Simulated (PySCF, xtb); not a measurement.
N-methylbuta-2,3-dien-1-amine (C₅H₉N), SMILES C(NC)C=C=C.

GFN2-xTB run with xtb at its own geometry gives an orbital gap of 4.44 eV and a dipole moment of 1.09 D.

Geometry: PBE0-D3(BJ)/def2-SVP. Other conformers were not sampled.

Q: What does PBE0/def2-TZVP (PySCF) give? (Estimate from the structure and the level; the computed values follow.)

A: gap 6.79 eV (levels -6.52 and 0.28 eV), dipole 0.89 D.
